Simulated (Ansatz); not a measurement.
SiSe2: single points at one geometry.

```yaml
crystal:
  periodic: [false, false, false]
  atoms:
    - {symbol: Si, position_ang: [-0.581043, -1.234982, -0.009969]}
    - {symbol: Se, position_ang: [-0.747027, 1.106116, -0.026803]}
    - {symbol: Se, position_ang: [1.328070, 0.128866, 0.036772]}
basis:
  gaussian: {orbitals: def2-TZVP, initial_orbitals: start.molden}
hamiltonian: {xc: pbe, dispersion: d4}
scf: {omitted_lower_state_checks: [starts]}
output: {orbitals: {seedname: orbitals}}
```

The file start.molden holds the orbitals of an earlier run on this structure, at another level or in another basis.

```sh
$ ansatz run in.yaml --threads 4 --pin off --events-out ev --progress --plain --max-ram 3916MiB
```

Shortened log:

```
Functional definition: PBE
1026 factors; their error is unknown
mean field evaluation 1: about -138554.3249 eV, gradient 1.2e1 eV
mean field evaluation 2: about -138554.4254 eV, gradient 1.5e-1 eV
mean field evaluation 4: about -138554.3648 eV, gradient 4.5e-4 eV
mean field evaluation 8: about -138554.3648 eV, gradient 2.2e-5 eV
mean field -138554.36475861 eV, -5091.7789893572 hartree, gradient 2.2e-5 eV, S^2 0.000000; 0 other end points of the search recorded, 0 dependent functions left out
reference -138554.36478656 eV, -5091.7789903847 hartree; 41, 41 occupied and 92, 92 virtual orbitals, 1026 factors
Total energy: -138554.50089213 eV, -5091.7839921718 hartree
Checks for a lower state left out: starts
```

It took 0.95 s on 4 threads of Arm Neoverse V2 on a shared host.

The first input with `hamiltonian: {xc: pbe0, dispersion: d4}` (abridged; 1.6 s):

```
Functional definition: PBE0
mean field -138559.00452608 eV, -5091.9494976670 hartree, gradient 1.1e-5 eV, S^2 0.000000
Total energy: -138559.11862123 eV, -5091.9536905862 hartree
Checks for a lower state left out: starts
```

The first input with `hamiltonian: {xc: r2scan, dispersion: d4}` (abridged; 2.6 s):

```
Functional definition: r2SCAN
mean field -138576.33938843 eV, -5092.5865421082 hartree, gradient 1.3e-5 eV, S^2 0.000000
Total energy: -138576.36366502 eV, -5092.5874342566 hartree
Checks for a lower state left out: starts
```

Geometry: r2SCAN-D4/def2-TZVP, that of the charge +1 doublet.

The structure comes from a short search, and lower isomers may exist.
